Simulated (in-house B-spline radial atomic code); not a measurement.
Ionising Rh+ with different functionals

Computed with a radial B-spline atomic code at the basis-set limit: four-component Dirac-Coulomb Hamiltonian, Fermi nucleus of rms radius 4.4945 fm, spin-restricted, spherical fractional occupations for the functionals. The ionisation energy is the difference of two self-consistent energies, [Kr] 4d8 → [Kr] 4d7, without Breit or QED terms; ε is the level of the shell that loses the electron (mean over j). The electron is taken from both j subshells in proportion to 2j + 1, so the result is a j average, not the step between ground levels.

Hybrids are left out here: with spherical fractional occupations of an open shell their exact exchange keeps a self-interaction that integer-occupation calculations don't have.

| method | rung | ΔSCF (eV) | -ε(4d) (eV) |
| --- | --- | --- | --- |
| LDA VWN5 | LDA | 19.77 | 13.85 |
| relativistic LDA | LDA | 19.78 | 13.86 |
| LDA PW92 | LDA | 19.77 | 13.85 |
| LDA exchange-only | LDA | 18.34 | 12.51 |
| PBE | GGA | 19.51 | 13.58 |
| PBEsol | GGA | 19.51 | 13.59 |
| BLYP | GGA | ? | ? |
| RPBE | GGA | 19.43 | 13.50 |
| PW91 | GGA | 19.58 | 13.66 |
| BP86 | GGA | 19.62 | 13.71 |
| AM05 | GGA | ? | ? |
| OLYP | GGA | 19.47 | 13.49 |

(1) What does AM05 give?

(2) What does BLYP give?

(3) How do they compare with the NIST value?

Results:

(1) ΔSCF 19.49 eV, and -ε(4d) = 13.56 eV.

(2) ΔSCF 19.44 eV, and -ε(4d) = 13.53 eV.

(3) NIST lists 18.080 eV (semi-empirical, ground level to ground level). Errors run from +0.26 to +1.70 eV. The correlated functionals all miss on the same side by more than they spread, so the cause is common to them (Breit-QED terms, spin polarisation, the choice among j levels, multiplet and fine-structure energies, or a listed next ion that isn't the cheapest removal here) and closeness doesn't rank the functionals.
